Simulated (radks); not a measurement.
The numbers below are computed, except where a source is named.
Question: The table gives one normalised radial function P(r) = r R(r) (large component) of Sn+ in [Kr] 4d10 5s1 5p2 (r in bohr). Code: a radial shooting solver on a logarithmic mesh with Libxc functionals. Model: Dirac Kohn-Sham, PBE, spin-unpolarised, spherical densities, finite nucleus; open shells fill j = l - 1/2 first; Fermi nuclear charge, rms radius 4.6519 fm.

| r | P |
|---|---|
| 0.002769 | 0.0434 |
| 0.003198 | 0.0485 |
| 0.003723 | 0.0542 |
| 0.0043 | 0.0601 |
| 0.004966 | 0.0661 |
| 0.005735 | 0.0724 |
| 0.006623 | 0.0786 |
| 0.007649 | 0.0845 |
| 0.008904 | 0.0902 |
| 0.01028 | 0.0947 |
| 0.01188 | 0.0976 |
| 0.01372 | 0.0985 |
| 0.01584 | 0.0968 |
| 0.01829 | 0.0915 |
| 0.0213 | 0.0814 |
| 0.02459 | 0.0668 |
| 0.0284 | 0.0467 |
| 0.0328 | 0.0211 |
| 0.03788 | -0.0096 |
| 0.0441 | -0.0462 |
| 0.05093 | -0.0824 |
| 0.05882 | -0.1165 |
| 0.06793 | -0.1440 |
| 0.07846 | -0.1596 |
| 0.09061 | -0.1577 |
| 0.1055 | -0.1320 |
| 0.1218 | -0.0834 |
| 0.1407 | -0.0138 |
| 0.1625 | 0.0688 |
| 0.1876 | 0.1507 |
| 0.2167 | 0.2143 |
| 0.2523 | 0.2409 |
| 0.2914 | 0.2133 |
| 0.3365 | 0.1303 |
| 0.3886 | 0.0021 |
| 0.4488 | -0.1463 |
| 0.5225 | -0.2857 |
| 0.6034 | -0.3628 |
| 0.6968 | -0.3574 |
| 0.8048 | -0.2598 |
| 0.9294 | -0.0833 |
| 1.073 | 0.1404 |
| 1.25 | 0.3820 |
| 1.443 | 0.5754 |
| 1.667 | 0.7051 |
| 1.925 | 0.7576 |
| 2.223 | 0.7341 |
| 2.567 | 0.6484 |
| 2.989 | 0.5146 |
| 3.451 | 0.3745 |
| 3.986 | 0.2460 |
| 4.603 | 0.1448 |
| 5.316 | 0.0755 |
| 6.14 | 0.0342 |
| 7.148 | 0.0125 |
| 8.255 | 0.0040 |
| 9.533 | 0.0010 |

Which n and l does it have? It may be an empty orbital.

Answer: n = 5, l = 0: the number of nodes gives n - l - 1 = 4, the rise at small r points to l (this Dirac orbital starts outside the nucleus as r^gamma with gamma = sqrt((l + 1)^2 - (Z/c)^2) = 0.93; the j = 1/2 orbital of l + 1 starts with the same power, but with a smaller coefficient, and then steepens), and the extent must fit the shell. The curve is that of 5s1/2. 5s1/2: eigenvalue -18.486 eV, 4 radial nodes at r = 0.0363, 0.144, 0.389, 0.983 bohr, <r> = 2.29 bohr, 90 % of the charge inside 3.36 bohr.
